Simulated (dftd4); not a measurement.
rhenium atom (Re), sextet; D4 for revpbe in dftd4.

The dftd4 input:
```
$ dftd4 mol.xyz --func revpbe --charge 0 --json dftd4.json --noedisp --grad

# file mol.xyz
1

Re     0.00000000     0.00000000     0.00000000
```

**Question.** Write the output that dftd4 gives for this input, abridged.

**Answer.** 
```
                    ____  _____ _____     ____  _  _
      -------------|  _ \|  ___|_   _|---|  _ \| || |------------
     |             | | | | |_    | | ___ | | | | || |_           |
     |             | |_| |  _|   | ||___|| |_| |__   _|          |
     |             |____/|_|     |_|     |____/   |_|            |
     |             ===================================           |
     |            E. Caldeweyher, S. Ehlert & S. Grimme          |
     |          Mulliken Center for Theoretical Chemistry        |
     |                    University of Bonn                     |
      -----------------------------------------------------------

Rational (Becke-Johnson) damping: revpbe-D4-ATM
---------------------
  s6         1.0000
  s8         1.7468
  s9         1.0000
  a1         0.5363
  a2         3.0726
 alp        16.0000
--------------------

Dispersion energy:       0.0000000000000E+00 Eh

Gradient norm:           0.0000000000000E+00 Eh/a0
--------------------------------------------------
     #    Z           dE/dx      dE/dy      dE/dz
--------------------------------------------------
     1   75 Re    0.000E+00  0.000E+00  0.000E+00
--------------------------------------------------

Virial:
--------------------------------------------------
      component           x          y          z
--------------------------------------------------
          x       0.000E+00  0.000E+00  0.000E+00
          y       0.000E+00  0.000E+00  0.000E+00
          z       0.000E+00  0.000E+00  0.000E+00
--------------------------------------------------

[Info] Dispersion results written to 'dftd4.txt'
[Info] JSON dump of results written to 'dftd4.json'
```
